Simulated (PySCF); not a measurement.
Species: Br2.
Atom-mapped SMILES: `[Br:1][Br:2]`

Cartesian coordinates in Å at the PBE/6-31G* level; atoms count from 1:
```
atom  x, y, z in Å
Br1    1.1402    0.0085    0.0098
Br2   -1.1824    0.0281   -0.0138
```

Theory: PySCF, PBE/6-31G* geometry optimisation, gas phase.

Take the most abundant isotopes and a rigid rotor. 

Question: What are the moment of inertia and the rotational constant?

Answer: I = 212.903 u·Å², B = 505379 MHz·u·Å²/I = 2374 MHz (0.0792 cm⁻¹, or 0.114 K as hB/k). For two atoms I = μr² with μ = 39.4592 u and r = 2.3228 Å.

Question: List the first levels of a rigid rotor in a Σ state.

Answer: E(J) = BJ(J+1): J = 1: 0.158, J = 2: 0.475, J = 3: 0.950, J = 4: 1.584, J = 5: 2.375, J = 6: 3.326 cm⁻¹.

Question: Has it a pure rotational spectrum?

Answer: Not by electric dipole: D∞h allows no dipole (computed 0.00 D). Rotational Raman lines (ΔJ = 2) lie at B(4J + 6), spaced by 4B = 0.317 cm⁻¹, with nuclear-spin weights that differ between even and odd J.

Question: Estimate the classical rotational partition function at 10 K, 25 K and 50 K.

Answer: Point group D∞h, symmetry number σ = 2; q = kT/(σhB), k/h = 20836.6 MHz/K: 43.9 at 10 K, 110 at 25 K, 219 at 50 K.

No PBE/6-31G* frequencies stand behind this structure, so it isn't proved a minimum. No vibrational averaging or centrifugal distortion is included, and the geometry carries the error of its method.
